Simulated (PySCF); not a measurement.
# Manganese: a sound run and one with changed settings

Sound run: Mn⁺ [Ar] 3d5 4s1, Mn²⁺ [Ar] 3d5. Computed with PySCF 2.14 in x2c-SVPall (5s3p3d1f, 36 functions), with the spin-free X2C one-electron Hamiltonian (Gaussian nucleus). The sound run starts from symmetry-adapted Hartree-Fock orbitals and uses a fine grid where one is needed.

Changed run: 26 angular points. This setting is unsound on purpose.

| species | method | sound run (hartree) | changed run (hartree) | converged |
| --- | --- | --- | --- | --- |
| Mn⁺ | UHF | -1156.96928 | -1156.96928 | yes |
| Mn⁺ | LDA | -1155.63026 | -1155.63026 | yes |
| Mn⁺ | PBE0 | -1157.87177 | -1157.87177 | yes |
| Mn²⁺ | UHF | -1156.42540 | -1156.42540 | yes |
| Mn²⁺ | LDA | -1155.03105 | -1155.03105 | yes |
| Mn²⁺ | PBE0 | -1157.29083 | -1157.29083 | yes |

Ionisation energy of Mn⁺:

| method | sound run (eV) | changed run (eV) |
| --- | --- | --- |
| UHF | 14.800 | 14.800 |
| LDA | 16.305 | 16.305 |
| PBE0 | 15.808 | 15.808 |

Here the setting changes nothing at the digits shown.

For comparison, NIST gives 15.640 eV between the lowest levels.
